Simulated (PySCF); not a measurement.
InH: one state, many levels of theory

State: ¹Σ⁺ (singlet), closed shell. Set-up: basis In def2-SVP with ECP28, H def2-SVP; scalar-relativistic core potentials; PySCF 2.14. De refers to In + H in their high-spin ground configurations, without counterpoise correction. A positive dipole means In(−)H(+).

```
      Level  Re (Å)  ωe (cm⁻¹)  De (eV)  μ (D)  CPU s a point (SCF and correlation, without the integrals)
        RHF   1.851       1523     1.80  -0.36                                                       0.013
    RHF-MP2   1.838       1524     2.39    n/a                                                        0.02
RHF-SCS-MP2   1.843       1512     2.47    n/a                                                         n/a
   RHF-CCSD   1.848       1479     2.53    n/a                                                         n/a
RHF-CCSD(T)   1.849       1473     2.55    n/a                                                        0.18
        PBE   1.886       1384     2.62  -0.77                                                        0.25
       BP86   1.885       1383     2.76  -0.80                                                        0.19
     r²SCAN   1.861       1449     2.64  -0.64                                                        0.36
      M06-L   1.882       1420     2.82  -0.93                                                        0.37
       PBE0   1.863       1451     2.59  -0.64                                                        0.41
       MN15   1.858       1457     2.68  -0.66                                                        0.37
    LC-ωPBE   1.833       1538     2.59  -0.39                                                        0.29
```

Problem. Which functional lies closest to RHF-CCSD(T) in De, which farthest, and by how much do they differ from it?

Solution. Closest is PBE0 (+1.4 pm in Re, -1.5 % in ωe, +0.04 eV in De against RHF-CCSD(T) in the same basis), farthest M06-L (+3.3 pm in Re, -3.6 % in ωe, +0.27 eV in De). CCSD(T) converges more slowly with the basis than the functionals do and binds too weakly in this one, so the order can change at the basis-set limit.

Problem. What does the step from GGA to meta-GGA do here, going from PBE to r²SCAN?

Solution. r²SCAN less PBE: -2.5 pm in Re, +4.7 % in ωe, +0.02 eV in De. 

Problem. What does second-order correlation do here, going from RHF to RHF-MP2?

Solution. RHF-MP2 less RHF: -1.3 pm in Re, +0.1 % in ωe, +0.59 eV in De. Correlation nearly always deepens the well. The bond shortens, as in weak, metallic or heavy-atom bonds, where dispersion and the correlation of outer-core electrons pull the atoms together.

Correlated steps freeze 4 core orbitals. Correlated levels converge slowly with the basis: in double zeta they bind strong bonds too weakly, by up to about 1 eV, and carry superposition errors of some tenths. Spin–orbit coupling is left out, which matters for elements this heavy, above all for dissociation energies. Where the molecule has an RHF reference, its open-shell atoms are computed with UHF.

The whole job (state search and all levels along the bond) took about 0.61 min on 1 thread of Arm Neoverse V2 (shared host), peak memory 0.38 GiB.
